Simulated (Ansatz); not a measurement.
**One elementary step**

Start structure (Si$_{4}$H$_{10}$Cl$_{2}$, singlet), relaxed at PBE0-D4/def2-TZVP:

Si1  (0.185, 0.801, 0.333)
Si2  (2.173, -0.356, -0.108)
Si3  (-0.996, 1.235, -1.654)
Si4  (-1.061, -0.274, 2.013)
Cl5  (0.792, 2.645, 1.103)
H6  (0.014, -2.390, -0.984)
Cl7  (-1.268, -2.316, -0.975)
H8  (2.955, -0.553, 1.140)
H9  (1.873, -1.708, -0.672)
H10  (2.998, 0.374, -1.105)
H11  (-2.448, 0.975, -1.477)
H12  (-0.478, 0.388, -2.761)
H13  (-0.788, 2.665, -2.004)
H14  (-0.881, 0.492, 3.274)
H15  (-2.504, -0.316, 1.661)
H16  (-0.567, -1.662, 2.217)
(Å)

The step: Si₄H₉Cl ([SiH3][Si]([SiH3])([SiH3])[Cl]) + HCl → Si₃H₆Cl₂ ([SiH3][Si]([SiH3])([Cl])[Cl]) + SiH₄; bonds formed: Si1–Cl7, Si2–H6; bonds broken: Si1–Si2, H6–Cl7. Ansatz 0.2.0; basis: def2-TZVPP and def2-QZVPP; cores frozen in the correlated methods. Extrapolation: Hartree–Fock as exp(−7.88 √X), correlation as X^−2.97. Energies below are by CCSD(T) at an estimated basis limit (MP2 extrapolated from triple and quadruple zeta, plus CCSD(T) − MP2 in triple zeta).

Question: What are the electronic barrier and the energy of the step, from the start structure to the end structure? (An estimate is asked for; the value comes from the calculation.)

Answer: The calculation gives: Barrier 30.21 kcal/mol; step energy -20.45 kcal/mol (downhill); reverse barrier, their difference, 50.65 kcal/mol. Barrier and step energy count from the start structure, the reverse barrier from the end structure.

The saddle point: One imaginary mode of 648i cm⁻¹.
```tsv
pair	start (Å)	saddle (Å)	end (Å)
Si1–Cl7	3.68	2.66	2.06
Si2–H6	3.09	1.72	1.48
Si1–Si2	2.34	2.62	5.00
H6–Cl7	1.28	1.78	3.32
```

Zero-point energy (harmonic, PBE0-D4): ZPE is 53.65 kcal/mol at the start and 53.34 kcal/mol at the saddle, so the barrier goes from 30.21 to 29.89 kcal/mol.

The T1 diagnostic stays at or below 0.014. The end structure is not quite a true minimum (one mode of 33i cm⁻¹).

Labels in which every atom is bracketed show which atoms are joined, not bond orders.

For scale, one of the runs: CCSD(T)/def2-TZVPP, 392 basis functions, launched by `ansatz run in.yaml --threads 4 --pin off --events-out ev --progress --plain --max-ram 41984MiB --backend cuda --devices 0, --max-vram 37GiB`. The run took 16 s on 4 CPU threads of an AMD EPYC 7R13 and a share of one NVIDIA H100 (shared host), with 0.9 GiB of host memory at its peak.
